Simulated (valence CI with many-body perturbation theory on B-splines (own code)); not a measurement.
## E1 transitions of Pt63+

Calculated by configuration interaction combined with many-body perturbation theory (CI+MBPT): five valence electrons over a frozen Dirac-Fock core [Ne], radial functions for each j: 11 s, 11 p, 10 d, 8 f, 5 g, 2 h, with the one-electron correlation potential Σ1 (screened to all orders), the two-electron term Σ2, the three-electron term Σ3, Breit, model QED; selected single and double excitations, second order for the rest, scaled by the run's own slope (own B-spline code, finite nucleus).

The last digits are not significant, and no measured levels were compared; by estimate large intervals hold to a few tenths of a per cent, small ones and those within an open d or f shell to about a per cent. Among the levels kept, up to 3100 cm⁻¹ of a level comes from second order outside the variational space, and about a tenth of that is noise between levels of different J, which matters for small intervals.

Lines 1 to 50 of 581 in falling wavelength, among levels below 1627.8 eV, chosen from the strongest by gf and those to the six lowest levels. Wavelengths and rates use the calculated energies. Electric multipoles are in the length gauge, E1 and E2 with the static RPA response of the core. Weak lines are less certain than strong ones. Lines between different terms over intervals too small for the method are left out, as are lines whose strength nearly cancels. The highest levels of a list are the least certain.

Levels are named by their leading jj configuration (3d3/2^4 stands for four electrons in 3d with j = 3/2), which in mixed levels can hold well under half, so a name can repeat and another be missing. Letters in brackets count levels of one name in rising energy.

```csv
λ vac (nm),Upper,Lower,A (s⁻¹),S (a.u.)
8.878,(3s 3p1/2 3p3/2 3d3/2^2) J=9/2,(3s^2 3p3/2 3d3/2^2) J=7/2,7.43e+09,2.57e-02
8.607,(3s 3p1/2^2 3d3/2^2) J=5/2,(3s^2 3p1/2 3d3/2^2) J=3/2,7.72e+09,1.46e-02
7.988,(3s 3p1/2^2 3p3/2 3d3/2) J=7/2,(3s^2 3p1/2 3p3/2 3d3/2) J=5/2 [b],9.40e+09,1.89e-02
7.867,(3s 3p1/2^2 3d3/2 3d5/2) J=9/2,(3s^2 3p1/2 3d3/2 3d5/2) J=7/2 [b],1.56e+10,3.75e-02
7.555,(3s 3p1/2 3p3/2^2 3d3/2) J=9/2,(3s^2 3p3/2^2 3d3/2) J=7/2,1.36e+10,2.88e-02
7.193,(3s 3p1/2 3p3/2 3d3/2^2) J=7/2 [b],(3s^2 3p3/2 3d3/2^2) J=7/2,1.61e+10,2.37e-02
7.095,(3s 3p1/2^2 3p3/2 3d5/2) J=7/2 [a],(3s^2 3p1/2 3p3/2 3d5/2) J=7/2 [b],8.37e+09,1.18e-02
7.076,(3s 3p1/2^2 3p3/2 3d5/2) J=9/2,(3s^2 3p1/2 3p3/2 3d5/2) J=9/2,1.30e+10,2.27e-02
7.014,(3s 3p1/2^2 3p3/2 3d5/2) J=7/2 [a],(3s^2 3p1/2 3p3/2 3d5/2) J=5/2 [b],1.24e+10,1.70e-02
6.984,(3s 3p1/2^2 3p3/2^2) J=5/2,(3s^2 3p1/2 3p3/2^2) J=5/2,1.17e+10,1.18e-02
6.816,(3s 3p1/2 3p3/2^2 3d5/2) J=11/2,(3s^2 3p3/2^2 3d5/2) J=9/2,2.35e+10,4.40e-02
6.706,(3s 3p1/2^2 3d5/2^2) J=9/2,(3s^2 3p1/2 3d5/2^2) J=9/2,2.09e+10,3.10e-02
6.695,(3s 3p1/2 3p3/2^2 3d5/2) J=9/2 [b],(3s^2 3p3/2^2 3d5/2) J=7/2,2.35e+10,3.48e-02
6.682,(3s 3p1/2 3p3/2^2 3d5/2) J=7/2 [e],(3s^2 3p3/2^2 3d5/2) J=5/2 [b],2.36e+10,2.78e-02
6.655,(3s 3p1/2^2 3d3/2 3d5/2) J=7/2 [a],(3s^2 3p1/2 3d3/2 3d5/2) J=5/2 [a],1.27e+10,1.48e-02
6.635,(3s 3p1/2^2 3d5/2^2) J=9/2,(3s^2 3p1/2 3d5/2^2) J=7/2,4.13e+10,5.95e-02
6.620,(3s 3p1/2^2 3p3/2 3d3/2) J=7/2,(3s^2 3p1/2 3p3/2 3d3/2) J=7/2,1.77e+10,2.03e-02
6.570,(3s 3p1/2^2 3p3/2 3d3/2) J=5/2 [a],(3s^2 3p1/2 3p3/2 3d3/2) J=5/2 [a],1.75e+10,1.47e-02
6.563,(3s 3p1/2^2 3p3/2 3d5/2) J=9/2,(3s^2 3p1/2 3p3/2 3d5/2) J=7/2 [a],3.08e+10,4.30e-02
6.562,(3s 3p1/2^2 3d3/2 3d5/2) J=3/2 [a],(3s^2 3p1/2 3d3/2 3d5/2) J=1/2,1.91e+10,1.07e-02
6.560,(3s 3p1/2 3p3/2^3) J=5/2,(3s^2 3p3/2^3) J=3/2,1.98e+10,1.66e-02
6.547,(3s 3p1/2^2 3d5/2^2) J=5/2,(3s^2 3p1/2 3d5/2^2) J=5/2,2.82e+10,2.34e-02
6.540,(3s 3p1/2^2 3p3/2 3d5/2) J=5/2 [a],(3s^2 3p1/2 3p3/2 3d5/2) J=5/2 [a],1.93e+10,1.60e-02
6.526,(3s 3p1/2^2 3p3/2^2) J=5/2,(3s^2 3p1/2 3p3/2^2) J=3/2,1.86e+10,1.53e-02
6.515,(3p1/2^2 3p3/2^2 3d3/2) J=7/2,(3s 3p1/2 3p3/2^2 3d3/2) J=7/2 [c],2.21e+10,2.41e-02
6.511,(3s 3p1/2^2 3d5/2^2) J=5/2,(3s^2 3p1/2 3d5/2^2) J=3/2,3.46e+10,2.82e-02
6.503,(3s 3p1/2^2 3d3/2 3d5/2) J=7/2 [a],(3s^2 3p1/2 3d3/2 3d5/2) J=7/2 [a],2.41e+10,2.62e-02
6.485,(3s 3p1/2^2 3d3/2 3d5/2) J=5/2 [a],(3s^2 3p1/2 3d3/2 3d5/2) J=5/2 [a],1.75e+10,1.42e-02
6.469,(3s 3p1/2^2 3d3/2 3d5/2) J=3/2 [a],(3s^2 3p1/2 3d3/2 3d5/2) J=3/2 [a],1.96e+10,1.05e-02
6.443,(3s 3p1/2^2 3d3/2^2) J=5/2,(3s^2 3p1/2 3d3/2^2) J=5/2,2.44e+10,1.93e-02
6.416,(3s 3p1/2^2 3p3/2 3d5/2) J=5/2 [a],(3s^2 3p1/2 3p3/2 3d5/2) J=3/2 [a],2.75e+10,2.15e-02
6.368,(3s 3p1/2^2 3p3/2 3d5/2) J=7/2 [b],(3s^2 3p1/2 3p3/2 3d5/2) J=5/2 [b],1.18e+10,1.20e-02
6.367,(3s 3p1/2^2 3d5/2^2) J=1/2,(3s^2 3p1/2 3d5/2^2) J=1/2,6.46e+10,1.65e-02
6.362,(3s 3p1/2^2 3p3/2^2) J=1/2,(3s^2 3p1/2 3p3/2^2) J=1/2,4.01e+10,1.02e-02
6.341,(3s 3p1/2^2 3d3/2 3d5/2) J=5/2 [a],(3s^2 3p1/2 3d3/2 3d5/2) J=7/2 [a],1.89e+10,1.43e-02
6.339,(3s 3p1/2 3p3/2^2 3d3/2) J=5/2 [c],(3s^2 3p3/2^2 3d3/2) J=5/2,1.43e+10,1.08e-02
6.323,(3s 3p1/2^2 3d3/2 3d5/2) J=9/2,(3s^2 3p1/2 3d3/2 3d5/2) J=9/2,2.53e+10,3.16e-02
6.303,(3s 3p1/2^2 3p3/2 3d5/2) J=3/2 [b],(3s^2 3p1/2 3p3/2 3d5/2) J=1/2,2.54e+10,1.26e-02
6.243,(3s 3p1/2 3p3/2^2 3d3/2) J=7/2 [c],(3s^2 3p3/2^2 3d3/2) J=7/2,2.62e+10,2.51e-02
6.217,(3s 3p1/2 3p3/2^2 3d5/2) J=7/2 [d],(3s^2 3p3/2^2 3d5/2) J=5/2 [a],2.49e+10,2.36e-02
6.178,(3s 3p1/2^2 3p3/2 3d5/2) J=3/2 [b],(3s^2 3p1/2 3p3/2 3d5/2) J=3/2 [b],3.22e+10,1.50e-02
6.157,(3s 3p1/2^2 3d3/2 3d5/2) J=5/2 [b],(3s^2 3p1/2 3d3/2 3d5/2) J=3/2 [a],1.49e+10,1.03e-02
6.146,(3s 3p1/2^2 3p3/2 3d5/2) J=3/2 [a],(3s^2 3p1/2 3p3/2 3d5/2) J=5/2 [a],3.09e+10,1.42e-02
6.132,(3s 3p1/2^2 3d5/2^2) J=3/2,(3s^2 3p1/2 3d5/2^2) J=5/2,5.13e+10,2.33e-02
6.087,(3s 3p1/2 3p3/2^2 3d5/2) J=3/2 [c],(3s^2 3p3/2^2 3d5/2) J=5/2 [a],2.29e+10,1.02e-02
6.053,(3s 3p1/2^2 3d3/2 3d5/2) J=7/2 [b],(3s^2 3p1/2 3d3/2 3d5/2) J=9/2,4.62e+10,4.05e-02
6.035,(3s 3p1/2^2 3d5/2^2) J=7/2,(3s^2 3p1/2 3d5/2^2) J=9/2,4.90e+10,4.26e-02
6.026,(3p1/2^2 3p3/2^2 3d3/2) J=3/2,(3s 3p1/2 3p3/2^2 3d3/2) J=5/2 [d],2.36e+10,1.02e-02
6.023,(3s 3p1/2 3p3/2^2 3d5/2) J=3/2 [d],(3s^2 3p3/2^2 3d5/2) J=3/2,2.41e+10,1.04e-02
5.985,(3s 3p1/2 3p3/2^2 3d5/2) J=5/2 [f],(3s^2 3p3/2^2 3d5/2) J=5/2 [b],2.50e+10,1.58e-02
```
